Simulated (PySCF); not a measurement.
PySCF 2.14 output of an unrestricted BHandHLYP calculation on a single atom or ion in x2c-QZVPPall with one added diffuse shell each of s, p, d, f type (14s10p8d5f1g, 128 functions), with the spin-free X2C one-electron Hamiltonian (Gaussian nucleus):

```
SCF conv_tol = 1e-09
number electrons alpha = 27  beta = 24
    A. D. Becke.,  J. Chem. Phys. 98, 1372 (1993)
    Defined through Gaussian implementation.
cycle= 1 E= -6793.10502034465  delta_E= -0.0125  |g|= 0.0264  |ddm|= 0.237
cycle= 2 E= -6793.1051906858  delta_E= -0.00017  |g|= 0.0155  |ddm|= 0.0234
cycle= 3 E= -6793.10521854426  delta_E= -2.79e-05  |g|= 0.00356  |ddm|= 0.00978
cycle= 4 E= -6793.10522180567  delta_E= -3.26e-06  |g|= 0.000532  |ddm|= 0.00317
cycle= 5 E= -6793.10522205122  delta_E= -2.46e-07  |g|= 0.000116  |ddm|= 0.00112
cycle= 6 E= -6793.10522206042  delta_E= -9.2e-09  |g|= 9.43e-06  |ddm|= 0.000247
cycle= 7 E= -6793.10522206047  delta_E= -4.46e-11  |g|= 5.56e-07  |ddm|= 2.95e-05
converged SCF energy = -6793.10522206047  <S^2> = 3.7552465  2S+1 = 4.0026224
```

The run itself started from symmetry-adapted Hartree-Fock orbitals and held the occupation by maximum overlap, on a logarithmic radial grid, so the iterations belong to that start.

Problem. Which element, charge and spin multiplicity is this?

Solution. Te⁺ (tellurium, charge +1), multiplicity 4; the state was [Kr] 4d10 5s1 5p4, high-spin 4P determinant (an excited configuration).
